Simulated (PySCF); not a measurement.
C₄H₁₀FN₃Si₂.
SMILES with atom numbers: `[CH3:1][SiH2:2][NH:3][SiH2:4][n:5]1[cH:6][n:7][cH:8][c:9]1[F:10]`

NICS is the negative of the GIAO shielding at a point without a nucleus: at the ring centre (0) and 1 Å above and below it (1); zz is the component along the ring normal. Level: GIAO PBE0/pcSseg-1 (PySCF, non-relativistic, gas phase) on the GFN2-xTB geometry, one conformer.

Ring bond lengths (Å), with Mayer bond orders in brackets: N5–C6 1.362 (1.12), C6–N7 1.298 (1.67), N7–C8 1.366 (1.28), C8–C9 1.358 (1.57), C9–N5 1.362 (1.11).

Q: Give the NICS values of each ring in ppm.

A: 
```
          ring                                                 type  NICS(0)  NICS(1), two faces  NICS(1)zz, two faces  rms pucker (Å)  centre to ring atoms, mean (Å)
N5–C6–N7–C8–C9  5-membered ring with 2 N; formal bonds all aromatic    -12.5         -9.9 / -9.9         -26.8 / -26.9            0.00                            1.15
```

Q: What can be read from them?

A: 
- N5–C6–N7–C8–C9: mean NICS(1)zz -26.9 ppm, shielded. The ring is flat and has no four-coordinate atom; by the NICS criterion it is aromatic.

Q: How equal are the bonds by HOMA? HOMA takes Krygowski's 1993 parameters.

A: 
- N5–C6–N7–C8–C9: HOMA 0.88; the largest term is that of C8–C9, α(R − Ropt)² = 0.24. The geometric and the magnetic index point the same way.

Time: 54 s of wall time; peak memory 1.1 GiB. Hardware: an Arm Neoverse V1 with one thread, shared host. This is the whole shielding run at PBE0/pcSseg-1, SCF included.

Conformer computed: `[CH3:1][SiH2:2][NH:3][SiH2:4][n:5]1[cH:6][n:7][cH:8][c:9]1[F:10]`: C1–Si2–N3–Si4 -175°, Si2–N3–Si4–N5 8°, N3–Si4–N5–C6 97°.
